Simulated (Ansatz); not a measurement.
Hf₂B₂, relaxed as a singlet with RKS r2SCAN-D4/def2-TZVP in Ansatz, starting from the GFN2-xTB geometry. Force threshold 0.02 eV/Å.

In the def2 sets Hf takes a core potential; there is no spin–orbit coupling. The restricted singlet is unstable: a solution with broken spin symmetry lies lower. The relaxation made no stability test and no search for a lower SCF solution. At r2SCAN-D4/def2-TZVP a triplet of charge 0 lies 0.13 eV below the restricted singlet, each at its own geometry. The structure comes from a short search, and lower isomers may exist.

Start:

```xyz
4

Hf    0.538    1.452   -0.093
Hf    0.138   -0.872    1.561
B    -1.072    0.002   -0.519
B     0.397   -0.581   -0.949
```

Problem. Estimate the energy that the relaxation releases and the steps that it takes.

Solution. 19.9 kcal/mol, in 6 steps; 18 s on 4 threads of Arm Neoverse V1 on a shared host. No frequencies were taken in this run, so the end may be a saddle point.

Problem. Does the start keep its bonding and symmetry?

Solution. By distances, no bond broke or formed. The bond that changes most is Hf1–Hf2, from 2.88 to 2.54 Å (atoms count from 1). Point group Cs at the start, C2v at the end, both within 0.05 Å.

Problem. Predict the relaxed structure.

Solution. 
```xyz
4

Hf    0.560    1.412    0.020
Hf    0.121   -0.719    1.333
B    -1.063   -0.064   -0.458
B     0.382   -0.630   -0.895
```
Bond lengths (bridged metal pairs left out): 4 × B–Hf 2.24 to 2.25 Å; 1 × Hf–Hf 2.54 Å; 1 × B–B 1.61 Å.
